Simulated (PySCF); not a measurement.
Al(F)(Me)(NHMe) (C₂H₇AlFN), SMILES C[NH][Al]([CH3])[F].

Coordinates come from a B3LYP-D3(BJ)/def2-SVP optimisation. One conformer was computed; it need not be the lowest.

Two levels are set side by side: TDA-PBE/def2-SVPD (PySCF) and TDA-M06-2X/def2-SVPD (PySCF). Vertical, same geometry. The lowest singlet is HOMO→LUMO 99 % with PBE and HOMO→LUMO 88 % with the other functional; states are paired by order. Differences are taken from unrounded values.

```json
[
 {"quantity": "lowest singlet excitation (eV)", "TDA-M06-2X": "5.67"},
 {"quantity": "lowest triplet excitation (TDA) (eV)", "TDA-M06-2X": "5.41"},
 {"quantity": "first bright state (f over 0.05) (eV)", "TDA-M06-2X": "6.73"},
 {"quantity": "its oscillator strength", "TDA-M06-2X": "0.15"}
]
```

**Question.** What does TDA-PBE give, and how far is it from TDA-M06-2X? (Estimate from the structure and the level; the computed values follow.)

**Answer.** 
```tsv
quantity	TDA-PBE	TDA-PBE minus TDA-M06-2X
lowest singlet excitation (eV)	4.65	-1.03
lowest triplet excitation (TDA) (eV)	4.39	-1.02
first bright state (f over 0.05) (eV)	5.81	-0.92
its oscillator strength	0.12	-0.02
```

A lower first singlet is the usual sign of a functional without exact exchange. Differences between two approximate levels are no errors against the true value.

Rough cost on one machine, each run with all the roots and properties that it gave: TDA-M06-2X against TDA-PBE about 8 times.
